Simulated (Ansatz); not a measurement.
BeSi₄⁻. The state is a doublet with charge -1. Geometry PBE-D4/def2-SVPD, basis def2-TZVPD, Ansatz.

```xyz
5

Be    0.921    1.047   -0.966
Si   -1.655    0.377    0.507
Si   -0.456   -0.594   -1.286
Si    0.599   -1.564    0.594
Si    0.592    0.734    1.152
```

```csv
run,HOMO (eV),LUMO (eV)
A,-0.76,1.05
B,-0.35,0.28
C,-1.05,1.24
D,-0.63,0.78
```

B3LYP takes the VWN-RPA correlation. Another isomer (doublet) lies 0.25 eV lower at PBE0-D4/def2-TZVPD; other spin states weren't run for this one.

HOMO and LUMO are taken over both spins.

**Question.** The runs used B3LYP, LDA (SPW92), PBE0, r2SCAN. Estimate which is which.

**Answer.** A B3LYP (20 % exact exchange); B LDA (SPW92) (0 % exact exchange); C PBE0 (25 % exact exchange); D r2SCAN (0 % exact exchange). Exact exchange lowers occupied and raises empty levels; among semilocal functionals meta-GGAs tend to open the gap a little, and such runs are hard to tell apart. The gap grows from 0.63 eV (LDA (SPW92)) to 2.28 eV (PBE0).
